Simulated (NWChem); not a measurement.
System: Si₂HCl₄, doublet; SMILES Cl[SiH][Si](Cl)(Cl)Cl

Input file for NWChem:

```
start job
memory heap 200 mb stack 900 mb global 1100 mb
geometry units angstroms noautoz
  Cl    -0.312956    -2.989071     0.017601
  Si     1.098209    -1.477019     0.067765
  Si     0.047678     0.602046    -0.028329
  Cl    -1.281057     0.927671     1.506537
  Cl    -0.959915     0.797320    -1.805244
  Cl     1.529708     2.026342     0.070009
  H      1.930344    -1.624218     1.301664
end
basis spherical
  * library def2-svp
end
dft
  odft
  mult 2
  xc xpbe96 cpbe96
  iterations 200
  convergence diis 3
end
task dft gradient
```

Parts of the log:

```
             Northwest Computational Chemistry Package (NWChem) 7.3.0
             --------------------------------------------------------

 C1  symmetry detected

                             Geometry "geometry" -> ""
                             -------------------------

 Output coordinates in angstroms (scale by  1.889725989 to convert to a.u.)

  No.       Tag          Charge          X              Y              Z
 ---- ---------------- ---------- -------------- -------------- --------------
    1 Cl                  17.0000    -0.11645475    -2.99452537     0.01814899
    2 Si                  14.0000     1.19030115    -1.39153257    -0.03669123
    3 Si                  14.0000     0.00024208     0.61298706    -0.00473554
    4 Cl                  17.0000    -1.20078231     0.83410424     1.64935925
    5 Cl                  17.0000    -1.17671780     0.75671879    -1.67952184
    6 Cl                  17.0000     1.38762730     2.13274016    -0.01940407
    7 H                    1.0000     2.13996336    -1.49400580     1.11407541

 Effective nuclear repulsion energy (a.u.)     683.2497839750

  pbe96 is a nonlocal functional; adding pw91lda local functional.

                                 NWChem DFT Module
                                 -----------------

 Summary of "ao basis" -> "ao basis" (spherical)
 ------------------------------------------------------------------------------
       Tag                 Description            Shells   Functions and Types
 ---------------- ------------------------------  ------  ---------------------
 Cl                         def2-svp                 8       18   4s3p1d
 Si                         def2-svp                 8       18   4s3p1d
 H                          def2-svp                 3        5   2s1p

            General Information
            -------------------
          SCF calculation type: DFT
          Wavefunction type:  spin polarized.
          No. of atoms     :     7
          No. of electrons :    97
           Alpha electrons :    49
            Beta electrons :    48
          Charge           :     0
          Spin multiplicity:     2
          Use of symmetry is: off; symmetry adaption is: off
          Maximum number of iterations: 200
          AO basis - number of functions:   113
                     number of shells:    51
          Convergence on energy requested:  1.00D-06
          Convergence on density requested:  1.00D-05
          Convergence on gradient requested:  5.00D-04

              XC Information
              --------------
          PerdewBurkeErnzerhof Exchange Functional  1.000
            Perdew 1991 LDA Correlation Functional  1.000 local
           PerdewBurkeErnz. Correlation Functional  1.000 non-local

             Grid Information
             ----------------
          Grid used for XC integration:  medium
          Radial quadrature: Mura-Knowles
          Angular quadrature: Lebedev.
          Tag              B.-S. Rad. Rad. Pts. Rad. Cut. Ang. Pts.
          ---              ---------- --------- --------- ---------
          Cl                  1.00       88          12.0       590
          Si                  1.10       88          10.0       590
          H                   0.35       45          11.0       434
          Grid pruning is: on
          Number of quadrature shells:   573
          Spatial weights used:  Erf1

      Superposition of Atomic Density Guess
      -------------------------------------

 Sum of atomic energies:       -2415.27044448

      Non-variational initial energy
      ------------------------------

 Total energy =   -2416.627236
 1-e energy   =   -4705.861775
 2-e energy   =    1605.984755
 HOMO         =      -0.135933
 LUMO         =       0.045629

   convergence    iter        energy       DeltaE   RMS-Dens  Diis-err
 ---------------- ----- ----------------- --------- --------- ---------
 d= 0,ls=0.0,diis     1  -2418.6070443361 -3.10D+03  1.04D-02  2.77D-01
                                                     1.02D-02  2.72D-01
 d= 0,ls=0.0,diis     2  -2418.3027537763  3.04D-01  7.68D-03  7.01D-01
                                                     7.88D-03  7.05D-01
 d= 0,ls=0.0,diis     3  -2418.7174275631 -4.15D-01  1.75D-03  2.65D-02
                                                     1.60D-03  2.60D-02
  Resetting Diis
 d= 0,ls=0.0,diis     4  -2418.7323981587 -1.50D-02  6.33D-04  2.25D-03
                                                     5.65D-04  2.25D-03
 d= 0,ls=0.0,diis     5  -2418.7335418333 -1.14D-03  4.76D-04  3.20D-04
                                                     4.43D-04  3.04D-04
 d= 0,ls=0.0,diis     6  -2418.7331442579  3.98D-04  2.96D-04  9.15D-04
                                                     2.84D-04  9.04D-04
 d= 0,ls=0.0,diis     7  -2418.7337511419 -6.07D-04  1.80D-05  1.76D-06
                                                     1.48D-05  1.53D-06
 d= 0,ls=0.0,diis     8  -2418.7337520398 -8.98D-07  6.53D-06  1.31D-07
                                                     7.53D-06  1.47D-07

[...]

                         DFT ENERGY GRADIENTS

    atom               coordinates                        gradient
                 x          y          z           x          y          z
   1 Cl     -0.220068  -5.658832   0.034297    0.003443   0.004643  -0.000254
   2 Si      2.249343  -2.629615  -0.069336   -0.002029  -0.002568   0.003966
   3 Si      0.000457   1.158378  -0.008949   -0.002024   0.003224   0.000155
   4 Cl     -2.269150   1.576228   3.116837    0.004289  -0.000646  -0.005930
   5 Cl     -2.223674   1.429991  -3.173836    0.003914  -0.000245   0.005610
   6 Cl      2.622235   4.030295  -0.036668   -0.004825  -0.004813   0.000032
   7 H       4.043944  -2.823262   2.105297   -0.002769   0.000405  -0.003580
```

Level: PBE/def2-SVP, spin-unrestricted. Geometry: optimised at PBE0/def2-SVP, spin-unrestricted. No stability test was run on the SCF state.
